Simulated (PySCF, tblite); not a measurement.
Compound: C3H9PSi.
Bonds: C1–C2 (double), C2–C3, C3–Si4, Si4–P5. Hydrogens: H6, H7 on C1; H8 on C2; H9, H10 on C3; H11, H12 on Si4; H13, H14 on P5.

Computed with GFN2-xTB (tblite), gas phase: Langevin dynamics at 400 K from the optimised GFN2-xTB geometry, time step 0.5 fs, friction 0.01 fs⁻¹, 2000 steps. Over the second half of the run the saved frames average 398 K.

Frame at 250 fs, instantaneous temperature 331 K:
```
atom  x, y, z in Å
C1     -1.638   -0.960   -1.215
C2     -0.971   -1.159   -0.078
C3     -0.735   -0.061    0.940
Si4     1.062    0.651    0.857
P5      2.240   -1.262    0.492
H6     -2.040   -0.091   -1.588
H7     -1.973   -1.743   -1.918
H8     -0.596   -2.103    0.164
H9     -1.286    0.761    0.589
H10    -0.893   -0.408    1.907
H11     1.739    1.442    1.944
H12     1.059    1.539   -0.375
H13     1.987   -1.038   -0.812
H14     3.507   -0.668    0.384
```

Frame at 425 fs, instantaneous temperature 450 K:
```
atom  x, y, z in Å
C1     -1.240   -1.255   -1.580
C2     -0.837   -1.381   -0.321
C3     -0.624   -0.184    0.535
Si4     1.150    0.333    0.893
P5      2.393   -1.565    1.256
H6     -1.610   -0.229   -1.758
H7     -1.162   -2.088   -2.262
H8     -0.660   -2.261    0.196
H9     -1.051    0.727    0.043
H10    -1.067   -0.090    1.499
H11     1.467    1.550    1.613
H12     1.487    0.869   -0.401
H13     1.817   -2.309    0.225
H14     3.638   -1.168    0.701
```

Frame at 625 fs, instantaneous temperature 374 K:
```
atom  x, y, z in Å
C1     -1.395   -1.402   -1.135
C2     -0.443   -1.169   -0.324
C3     -0.532   -0.084    0.624
Si4     1.312    0.579    0.989
P5      2.669   -1.024    1.723
H6     -2.147   -0.579   -1.105
H7     -1.812   -2.254   -1.718
H8      0.344   -1.880   -0.097
H9     -1.215    0.740    0.290
H10    -0.895   -0.431    1.597
H11     1.317    1.549    2.129
H12     1.910    1.016   -0.274
H13     2.881   -1.943    0.789
H14     3.778   -0.326    1.339
```

Frame at 800 fs, instantaneous temperature 477 K:
```
atom  x, y, z in Å
C1     -1.135   -1.677   -0.969
C2     -0.300   -1.390    0.020
C3     -0.396   -0.217    0.911
Si4     1.328    0.677    0.988
P5      2.855   -0.780    1.714
H6     -1.714   -0.889   -1.378
H7     -0.994   -2.558   -1.597
H8      0.419   -2.207    0.427
H9     -1.211    0.353    0.602
H10    -0.557   -0.610    1.915
H11     1.374    1.888    1.654
H12     1.499    1.099   -0.502
H13     3.070   -1.576    0.644
H14     3.721    0.206    1.366
```

Frame at 1000 fs, instantaneous temperature 394 K:
```
atom  x, y, z in Å
C1     -1.044   -1.148   -0.793
C2     -0.505   -1.366    0.411
C3     -0.356   -0.340    1.411
Si4     1.306    0.520    1.165
P5      3.005   -1.102    1.290
H6     -1.552   -0.178   -0.808
H7     -1.158   -1.757   -1.607
H8      0.079   -2.276    0.686
H9     -1.148    0.421    1.267
H10    -0.523   -0.673    2.496
H11     1.532    1.531    2.194
H12     1.534    1.010   -0.158
H13     3.780    0.014    1.289
H14     2.906   -0.861    2.733
```

Task: What do single points at PBE0/pcSseg-1 (PySCF, gas phase) give on these frames?

Result: 
```tsv
t (fs)	GFN2-xTB E above start (eV)	DFT E above lowest frame (eV)	HOMO (eV)	LUMO (eV)	dipole (D)
250	0.61	0.04	-7.22	-0.29	1.11
425	0.98	0.30	-6.99	-0.32	0.90
625	0.87	0.39	-6.99	0.05	1.24
800	0.61	0.10	-7.18	0.06	0.46
1000	0.68	0.00	-7.18	-0.12	1.47
```

The two levels order the frames differently by energy; measured from each level's lowest frame they differ by 0.13 eV at most. The HOMO–LUMO gap runs from 6.67 to 7.24 eV. These are instantaneous structures, not minima.

Task: And the isotropic GIAO shieldings (ppm) from the same runs?

Result: 
```tsv
atom	250 fs	425 fs	625 fs	800 fs	1000 fs	mean	range
C1	63.4	59.6	66.0	68.3	67.1	64.9	8.7
C2	47.3	45.0	57.7	34.3	41.0	45.1	23.4
C3	169.0	169.3	157.7	162.5	160.5	163.8	11.6
Si4	386.9	402.0	391.3	389.7	377.2	389.4	24.8
P5	648.4	591.4	618.5	644.9	668.5	634.3	77.1
H6	27.0	25.1	26.1	26.6	26.4	26.2	1.9
H7	26.0	25.7	25.4	26.3	27.0	26.1	1.6
H8	26.0	26.4	26.4	24.8	24.9	25.7	1.6
H9	30.3	29.7	29.1	30.8	29.1	29.8	1.7
H10	30.9	30.4	29.5	30.0	28.7	29.9	2.2
H11	26.4	27.2	26.8	28.2	26.9	27.1	1.8
H12	26.7	27.7	26.6	26.4	27.9	27.1	1.5
H13	31.0	29.6	31.4	31.1	32.0	31.0	2.4
H14	30.8	29.5	31.0	31.1	29.9	30.5	1.6
```

What follows is the cost of the whole dynamics run. The run took 9.2 s on one thread of an Arm Neoverse V2, no GPU, shared host, and the process peaked at 0.18 GiB of memory.
